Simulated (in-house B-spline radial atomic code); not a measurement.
**BP86 excitations of the osmium ion Os⁸⁺**

Method: BP86. Computed with an all-electron radial atomic-structure program (B-spline basis): linear response of the closed shell [Xe] 4f14 with the functional's adiabatic kernel; scalar-relativistic (spin-free one-electron X2C), finite nucleus, no spin-orbit coupling, no double excitations, S, P, D and F terms only; shells from n = 3 respond. Only terms of natural parity with L up to 3 were computed.

Spin-orbit coupling is strong here, so these LS terms don't match observed levels.

Command:
```bash
python run_td.py task.json out
```
Settings (radii: box in bohr, nucleus in fm):
```
Z                        76
electrons                68
configuration            [Xe] 4f14
hamiltonian              x2c
method                   b88,p86
box_radius               11.59
rms_radius               5.4126
intervals                68
```

Cost of the run: 4.8 s on 1 thread of Intel(R) Xeon(R) Platinum 8375C CPU @ 2.90GHz (Ice Lake), with other jobs on the host.

The lowest states, in the order of their Tamm-Dancoff energies; the method's threshold (minus the highest occupied level) is 162.55 eV. Labels give the largest channel, * marks a mixed state, and oscillator strengths are full-response dipole values. Semilocal kernels can invert the small singlet-triplet splittings of Rydberg terms. Energies in eV:

| state | full response | Tamm-Dancoff | oscillator strength |
| --- | --- | --- | --- |
| 5p → 5d 3P | 51.18 | 51.25 | - |
| 5p → 5d 3F | ? | ? | - |
| 5p → 5d 1F | ? | ? | - |
| 4f → 5d 3P | 60.02 | 60.04 | - |
| 4f → 5d 3F | 60.32 | 60.33 | - |

(1) Where does 5p → 5d 1F lie?

(2) Where does 5p → 5d 3F lie?

(3) How large is the singlet-triplet splitting of 5p → 5d (F terms) in Tamm-Dancoff?

(4) What polarisabilities and dispersion coefficient does the method give?

Answers

(1) At 54.47 eV in full response, 54.51 eV in Tamm-Dancoff.

(2) At 51.70 eV in full response, 51.77 eV in Tamm-Dancoff.

(3) 2.74 eV, from the unrounded values.

(4) Dipole 1.418 bohr³, quadrupole 1.476 bohr⁵, C6 4.511 hartree·bohr⁶ for two such species.
